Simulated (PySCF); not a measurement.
# Working with the constants of BeN

UHF-CCSD(T) constants of BeN, ⁴Σ⁻ (quartet), unpaired electrons σ ↑, π ↑↑ (basis Be def2-TZVP, N def2-TZVP; no relativity; PySCF 2.14; masses 9.0122 and 14.0031 u):

- ωe: 912.0 cm⁻¹
- ωexe: 10.6 cm⁻¹
- Be: 1.1746 cm⁻¹
- αe: 0.0178 cm⁻¹
- D (centrifugal): 7.79e-06 cm⁻¹
- De to Be + N: 1.26 eV

**Question.** Give the vibrational terms G(v) and spacings up to v = 6.

**Answer.** G(v) = ωe(v+½) − ωexe(v+½)².

```
v  G(v) (cm⁻¹)  G(v) − G(v−1)  Bv (cm⁻¹)
0          453                     1.166
1         1344            891      1.148
2         2214            870      1.130
3         3062            848      1.112
4         3889            827      1.095
5         4695            806      1.077
6         5480            785      1.059
```

**Question.** How well does the Morse estimate ωe²/(4ωexe) reproduce De, and what is D0?

**Answer.** It gives 2.43 eV, 193 % of the computed De. D0 = De − G(0) = 1.26 − 0.06 = 1.20 eV.

Correlated steps freeze 1 core orbital. The state was picked by a PBE0 search and need not be the measured ground state.
